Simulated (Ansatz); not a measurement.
Molecule: InH₂ (charge 0, doublet). 
Geometry from a B3LYP-D3(BJ)/def2-TZVP (Ansatz, an electronic-structure program) optimisation:
```
In
H 1 1.7731
H 1 1.7731 2 119.92
```
Charge 0, spin multiplicity 2.

Parts of the frozen-core correlation energy in def2-SVP (Ansatz, hartree). Frozen orbitals: 9; correlated occupied orbitals by spin: 3 and 2; virtual: 24 and 25. Open shells are spin-unrestricted. No spin-orbit coupling. In def2 rows, elements after Kr have scalar-relativistic effective core potentials.

```
term                            value
-------------------------  ----------
reference (HF)             -190.31816
MP2 opposite-spin            -0.04764
MP2 same-spin                -0.00336
CCSD correlation             -0.06895
(T)                          -0.00106
CCSDT minus CCSD(T)          -0.00045
CCSDT(Q) minus CCSD(T)       -0.00046
T1 diagnostic                   0.015
largest doubles amplitude       0.053
<S^2> of the reference          0.758
```
